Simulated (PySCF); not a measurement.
Spin-orbit coupling and the electron affinity along the 3d series

Two-component X2C-1e calculated with PySCF 2.14: MP2 on generalised Hartree-Fock spinors (GMP2), with spin-orbit coupling off and on (screened by Boettger's factors); no Breit or QED terms. Values in eV; the references (photodetachment measurements) lie between the lowest levels. Elements whose determinants are no pure J levels are left out.

| element | configurations | spin-free | with spin-orbit | shift | reference |
| --- | --- | --- | --- | --- | --- |
| Fe (x2c-TZVPall-2c with one added diffuse shell each of s, p, d type, [Ne] frozen) | [Ar] 3d7 4s2 → [Ar] 3d6 4s2 | -0.149 | -0.135 | 0.015 | 0.153 |
| Co (x2c-TZVPall-2c with one added diffuse shell each of s, p, d type, [Ne] frozen) | [Ar] 3d8 4s2 → [Ar] 3d7 4s2 | 0.651 | 0.638 | -0.013 | 0.662 |
| Ni (x2c-TZVPall-2c with one added diffuse shell each of s, p, d type, [Ne] frozen) | [Ar] 3d9 4s2 → [Ar] 3d8 4s2 | 1.474 | 1.424 | -0.050 | 1.157 |
| Cu (x2c-TZVPall-2c with one added diffuse shell each of s, p, d type, [Ne] frozen) | [Ar] 3d10 4s2 → [Ar] 3d10 4s1 | 0.805 | 0.805 | 0.000 | 1.236 |

The largest shift is at Ni, -0.050 eV, where spin-orbit coupling lowers the species with fewer electrons by more than the one with more (starting occupations 3d3/2^4 3d5/2^5 and 3d3/2^4 3d5/2^4).

What remains against the references is mostly the basis and correlation beyond MP2.
